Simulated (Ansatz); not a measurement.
Geometry optimisation, RKS B3LYP/6-31G* (Ansatz).

input.yaml

```yaml
crystal:
  periodic: [false, false, false]
  atoms:
    - { symbol: B, position_ang: [-0.091548, -0.160614, -0.062621] }
    - { symbol: Cl, position_ang: [-0.125488, -0.725157, 1.692028] }
    - { symbol: H, position_ang: [0.953806, 0.118337, -0.542942] }
    - { symbol: "N", position_ang: [-1.270317, -0.277408, -0.793361] }
    - { symbol: H, position_ang: [-2.137159, -0.630515, -0.409741] }
    - { symbol: H, position_ang: [-1.304806, -0.053517, -1.777929] }
    - { symbol: O, position_ang: [-0.207038, 2.305803, 0.794034] }
    - { symbol: H, position_ang: [-1.16776, 2.292541, 0.674951] }
    - { symbol: H, position_ang: [-0.089089, 1.84623, 1.658482] }
basis:
  gaussian: { orbitals: "6-31G*" }
hamiltonian:
  xc: b3lyp
relax:
  f_tol: 0.03
  max_steps: 50
```

Command:

```bash
$ ansatz run input.yaml --threads 1 --pin off --max-ram 2048MiB --backend cpu --events-out ev --progress --plain --runs-dir out
```

Problem. Where does it end, and by what steps?

Solution. It converged. The force dipped under the threshold on the way, but the program's further checks kept it going. After 28 steps the energy has fallen by 0.050 eV; H8 moved furthest, 0.49 Å.

```json
{"step": "0", "energy less start (eV)": "0.0000", "largest force component (eV/Å)": "0.685", "accepted": "yes"}
{"step": "1", "energy less start (eV)": "-0.0254", "largest force component (eV/Å)": "0.557", "accepted": "yes"}
{"step": "2", "energy less start (eV)": "0.0097", "largest force component (eV/Å)": "1.311", "accepted": "no"}
{"step": "3", "energy less start (eV)": "-0.0325", "largest force component (eV/Å)": "0.574", "accepted": "yes"}
{"step": "4", "energy less start (eV)": "-0.0335", "largest force component (eV/Å)": "0.377", "accepted": "yes"}
{"step": "5", "energy less start (eV)": "-0.0376", "largest force component (eV/Å)": "0.265", "accepted": "yes"}
{"step": "6", "energy less start (eV)": "-0.0371", "largest force component (eV/Å)": "0.319", "accepted": "no"}
{"step": "7", "energy less start (eV)": "-0.0453", "largest force component (eV/Å)": "0.095", "accepted": "yes"}
{"step": "8", "energy less start (eV)": "-0.0462", "largest force component (eV/Å)": "0.093", "accepted": "yes"}
{"step": "9", "energy less start (eV)": "-0.0454", "largest force component (eV/Å)": "0.171", "accepted": "no"}
{"step": "10", "energy less start (eV)": "-0.0469", "largest force component (eV/Å)": "0.028", "accepted": "yes"}
{"step": "11", "energy less start (eV)": "-0.0472", "largest force component (eV/Å)": "0.059", "accepted": "yes"}
{"step": "12", "energy less start (eV)": "-0.0475", "largest force component (eV/Å)": "0.050", "accepted": "yes"}
{"step": "13", "energy less start (eV)": "-0.0470", "largest force component (eV/Å)": "0.338", "accepted": "no"}
{"step": "14", "energy less start (eV)": "-0.0443", "largest force component (eV/Å)": "0.139", "accepted": "no"}
{"step": "15", "energy less start (eV)": "-0.0477", "largest force component (eV/Å)": "0.027", "accepted": "yes"}
{"step": "16", "energy less start (eV)": "-0.0482", "largest force component (eV/Å)": "0.158", "accepted": "yes"}
{"step": "17", "energy less start (eV)": "-0.0485", "largest force component (eV/Å)": "0.120", "accepted": "yes"}
{"step": "18", "energy less start (eV)": "-0.0486", "largest force component (eV/Å)": "0.145", "accepted": "yes"}
{"step": "19", "energy less start (eV)": "-0.0490", "largest force component (eV/Å)": "0.103", "accepted": "yes"}
{"step": "20", "energy less start (eV)": "-0.0492", "largest force component (eV/Å)": "0.076", "accepted": "yes"}
{"step": "21", "energy less start (eV)": "-0.0496", "largest force component (eV/Å)": "0.057", "accepted": "yes"}
{"step": "22", "energy less start (eV)": "-0.0492", "largest force component (eV/Å)": "0.171", "accepted": "no"}
{"step": "23", "energy less start (eV)": "-0.0480", "largest force component (eV/Å)": "0.154", "accepted": "no"}
{"step": "24", "energy less start (eV)": "-0.0498", "largest force component (eV/Å)": "0.019", "accepted": "yes"}
{"step": "25", "energy less start (eV)": "-0.0500", "largest force component (eV/Å)": "0.045", "accepted": "yes"}
{"step": "26", "energy less start (eV)": "-0.0486", "largest force component (eV/Å)": "0.311", "accepted": "no"}
{"step": "27", "energy less start (eV)": "-0.0500", "largest force component (eV/Å)": "0.032", "accepted": "yes"}
{"step": "28", "energy less start (eV)": "-0.0501", "largest force component (eV/Å)": "0.025", "accepted": "yes"}
```

```xyz
9
Properties=species:S:1:pos:R:3
B -0.152 -0.279 -0.090
Cl -0.293 -0.709 1.654
H 0.903 0.074 -0.503
N -1.259 -0.437 -0.911
H -2.160 -0.761 -0.584
H -1.229 -0.203 -1.894
O -0.313 2.584 0.881
H -1.201 2.317 1.166
H 0.264 2.130 1.514
```

Whether the end is a true minimum wasn't checked by a vibrational analysis.

The run took 83 s on 1 thread of Arm Neoverse V2, on a shared host, peak memory 0.17 GiB.
